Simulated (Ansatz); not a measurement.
Consider the ligand exchange at a B–Cl bond: `[SiH3]B(Cl)[SeH]` + H–F → `FB([SiH3])[SeH]` + HCl.

Computed with Ansatz on PBE0-D4/def2-TZVP structures; ΔE is electronic, products minus reactants. CCSD(T)/CBS is the MP2 limit (def2-TZVPP, def2-QZVPP) plus CCSD(T) − MP2 in def2-TZVPP, frozen cores. This one scheme is used for every species. DFT in def2-TZVPP. B3LYP here is the variant with VWN-RPA as its local correlation; programs differ in this. For Se outer-core shells are correlated without core-valence functions, which leaves a few kJ/mol of doubt a bond. Scalar relativity is left out up to krypton. One conformer a species, not always the lowest.

`[SiH3]B(Cl)[SeH]`:

Z-matrix (Å, degrees):
```
Si
B 1 2.012
H 1 1.488 2 109.8
H 1 1.489 2 111.3 3 120.6
H 1 1.488 2 109.7 3 -118.9
Cl 2 1.754 1 119.6 3 59.5
Se 2 1.920 1 123.9 3 -120.5
H 7 1.469 2 95.4 1 0.1
```

H–F:

Cartesian coordinates in Å:
```
F 0.394 0.062 -0.229
H -0.394 -0.062 0.229
```

`FB([SiH3])[SeH]`:

Z-matrix (Å, degrees):
```
Si
B 1 2.029
H 1 1.489 2 110.1
H 1 1.487 2 110.4 3 120.3
H 1 1.489 2 110.0 3 -119.4
Se 2 1.938 1 119.5 3 -120.4
F 2 1.326 1 121.0 3 59.6
H 6 1.472 2 95.8 1 -179.9
```

HCl:

Z-matrix (Å, degrees):
```
Cl
H 1 1.279
```

```tsv
level	ΔE (kJ/mol)	difference from CCSD(T)/CBS
PBE0-D4	-32.1	-1.9
B3LYP-D4	-41.2	-11.0
B2PLYP	-42.0	-11.8
PBE	-37.9	-7.7
r2SCAN	-40.5	-10.3
PBE0	-36.4	-6.2
HF/def2-TZVPP	-55.9	-25.7
MP2/def2-TZVPP	-26.2	4.0
HF/CBS(def2)	-56.6	-26.4
CCSD/CBS(def2)	-33.9	-3.7
CCSD(T)/CBS	-30.2	0
```

Largest T1 diagnostic among the species: 0.013.

The D4 term adds +8.1 kJ/mol with B3LYP and +4.3 kJ/mol with PBE0; it sums over pairs of atoms, weighted by their polarisabilities, and B3LYP, whose exchange is more repulsive, gets the larger term. In def2-TZVPP, CCSD(T) changes the Hartree–Fock value by +19.9 kJ/mol (the triples alone add +3.7 kJ/mol) and MP2 by +29.7 kJ/mol.
